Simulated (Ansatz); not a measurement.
`BCS` + `B1N[SiH2]1` → `BN1B[SiH2]1` + CH₃SH at 700 K and 1 bar (ligand exchange at a B–C bond).

Isolated molecules relaxed with PBE0-D4/def2-TZVP in Ansatz; ΔE leaves out vibrations. CBS: MP2 limit from def2 TZ/QZ plus the TZ coupled-cluster correction, frozen cores. This one scheme is used for every species. One conformer a species, not always the lowest.

| species | CCSD(T)/CBS energy (Eh) | H − E (kJ/mol) | S (J/(mol·K)) |
| --- | --- | --- | --- |
| `BCS` | -463.59975 | 203.6 | 385.6 |
| `B1N[SiH2]1` | -370.97252 | 167.3 | 342.6 |
| `BN1B[SiH2]1` | -396.37777 | 212.9 | 406.5 |
| CH₃SH | -438.22835 | 160.2 | 309.0 |

H − E and S are ideal-gas, rigid-rotor, harmonic terms from PBE0-D4/def2-TZVP, for one conformer and one mirror image of each species. 1 Eh = 2625.50 kJ/mol, R = 8.31446 J/(mol·K).

Q: By hand: ΔE, ΔH, ΔS and ΔG.

A: ΔE = (-396.37777) + (-438.22835) − (-463.59975) − (-370.97252) = -0.03385 Eh = -88.9 kJ/mol. Δ(H − E) = 212.9 + 160.2 − 203.6 − 167.3 = 2.2, so ΔH = -86.7 kJ/mol. ΔS = 406.5 + 309.0 − 385.6 − 342.6 = -12.7 J/(mol·K). ΔG = -86.7 − 700 × (-12.7)/1000 = -77.8 kJ/mol.

Q: By hand: the equilibrium constant, and the temperature at which ΔG would vanish if ΔH and ΔS stayed fixed.

A: log₁₀ K = −ΔG/(RT ln 10) = 5.8. ΔG = 0 at ΔH/ΔS = 6827 K, far beyond where these terms or the molecules hold.

The number of gas molecules stays the same, so ΔS is small and ΔH decides. A doubt of 5 kJ/mol in ΔE shifts log₁₀ K by 0.4 here. Other conformers and mirror images would add mixing entropy, several J/(mol·K) or more a flexible species. These are equilibria of isolated gas molecules and say nothing of rates. Largest T1 diagnostic: 0.014 (customary marks: 0.02 for closed shells, 0.045 for open ones).
